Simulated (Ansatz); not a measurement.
A nudged elastic band was laid between two geometries of AlF₃H (5 atoms, charge 0, multiplicity 2).

All numbers below come from UKS revPBE-D4/def2-SVP (Ansatz).

```
movable images  : 5
climbing image  : yes
spring          : 5.0 eV/Å²
optimiser       : quadratic models (default)
start path      : through a guess of the saddle point
force threshold : 0.05 eV/Å
iteration limit : 60
end points      : relaxed
```

Initial state:

```xyz
5
Properties=species:S:1:pos:R:3
Al -0.012 -0.433 -0.088
H 0.080 -0.446 2.474
F 1.427 0.303 -0.579
F -1.472 0.260 -0.580
F -0.022 0.318 1.923
```

Final state:

```xyz
5
Properties=species:S:1:pos:R:3
Al -0.004 0.577 -0.007
H -0.072 0.056 2.543
F 1.440 -0.009 -0.663
F -1.463 -0.085 -0.550
F 0.099 -0.539 1.827
```

(1) Which bonds break or form, and what moves?

(2) What energy profile does the band end with?

(3) What is the geometry of the highest image?

## Answers

(1) No bond is made or broken.  The two ends are copies of one structure, up to a mirror image or an exchange of like atoms.

(2) It converged. The highest image is number 4 of 0 to 6, 32.9 kJ/mol above the ends, which have the same energy within 2 meV. The profile has 2 maxima (images 1, 4) with wells between them (image 2): this band takes more than one step, which may be the mechanism or a detour left from its start path. A vibrational analysis at the climbing image gives one clearly imaginary mode, 102i cm⁻¹: a first-order saddle point.

| image | path coordinate (Å) | energy (kJ/mol) |
| --- | --- | --- |
| 0 | 0.00 | 0.0 |
| 1 | 0.63 | 4.8 |
| 2 | 1.26 | 2.1 |
| 3 | 1.89 | 20.2 |
| 4 | 2.52 | 32.9 |
| 5 | 3.26 | 16.4 |
| 6 | 4.01 | -0.1 |

(3) 
```xyz
5
Properties=species:S:1:pos:R:3
Al -0.298 0.055 -0.129
H -0.217 -0.039 2.867
F 1.333 -0.118 -0.520
F -1.381 0.214 -1.418
F 0.563 -0.113 2.350
```

The run took 2.7 min on 2 threads of Arm Neoverse V1, with other jobs on the host, peak memory 0.13 GiB.
